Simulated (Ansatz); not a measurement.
Wavefunction ladder for `BSC(=C)[SiH3]`

```xyz
12

B     1.5500    1.4755    0.9438
S     1.7786   -0.0413    0.0956
C     0.1824   -0.6523   -0.3580
C     0.1427   -1.8116   -1.0169
Si   -1.4033    0.2585    0.0494
H     2.5518    2.0049    1.3114
H     0.4717    1.9428    1.1387
H    -0.8025   -2.2443   -1.3260
H     1.0430   -2.3659   -1.2694
H    -1.4319    1.6004   -0.5839
H    -1.5781    0.4076    1.5157
H    -2.5045   -0.5743   -0.5002
```

Charge 0, multiplicity 1. The geometry is a stationary point of PBE0-D4/def2-TZVP. It is one conformer, not always the lowest. Frozen core, restricted reference, Ansatz 0.2.0. CBS rows extrapolate triple and quadruple zeta; past MP2 they add the triple-zeta difference.

```
     basis     HF (Eh)  MP2 corr.  CCSD corr.       (T)  CCSD(T) total
def2-TZVPP           ?          ?    -0.79009  -0.03711              ?
def2-QZVPP  -791.02892   -0.78111           –         –              –
 CBS(def2)           ?          ?    -0.87979     as TZ              ?
```

(1) Fill in the withheld values. (Best estimate.)

## Answers

(1) Ansatz gave: def2-TZVPP HF (Eh): -791.00410; def2-TZVPP MP2 corr.: -0.72958; def2-TZVPP CCSD(T) total: -791.83130; CBS(def2) HF (Eh): -791.03234; CBS(def2) MP2 corr.: -0.81928; CBS(def2) CCSD(T) total: -791.94924.
